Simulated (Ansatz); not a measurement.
`N=[C](O)[GaH2]` + CH₃NH₂ → `CNC(=N)O` + `[GaH3]`  (substitution at a C–Ga bond)

Program: Ansatz. Geometries: PBE0-D4/def2-TZVP. ΔE: electronic, gas phase. CCSD(T)/CBS adds triple-zeta CCSD(T) − MP2 to the extrapolated MP2 energy (def2 sets, frozen cores). Functionals use def2-TZVPP. B3LYP here is the variant with VWN-RPA as its local correlation; programs differ in this. For Ga outer-core shells are correlated without core-valence functions, which leaves a few kJ/mol of doubt a bond. Scalar relativity is left out up to krypton. Each species was taken in one conformer, which may not be the lowest.

Q: Is it downhill or uphill in electronic energy at CCSD(T)/CBS, and by how much? (Best estimate.)

A: The calculation gave: Nearly level: ΔE = -0.3 kcal/mol.

Q: What do these levels give: B3LYP-D4, ωB97X-V, ωB97M-V, PBE0, MP2/def2-TZVPP, CCSD/CBS(def2)? (Estimate.)

A: Computed: B3LYP-D4 -2.7, ωB97X-V -3.8, ωB97M-V -3.1, PBE0 -3.8, MP2/def2-TZVPP -1.4, CCSD/CBS(def2) -0.8 kcal/mol.

Largest T1 diagnostic among the species: 0.015.

From PBE to PBE0 (25 % exact exchange), in def2-TZVPP and without D4, ΔE moves by −1.7 kcal/mol. In def2-TZVPP, CCSD(T) changes the Hartree–Fock value by +4.6 kcal/mol (the triples alone add +0.5 kcal/mol) and MP2 by +4.2 kcal/mol.
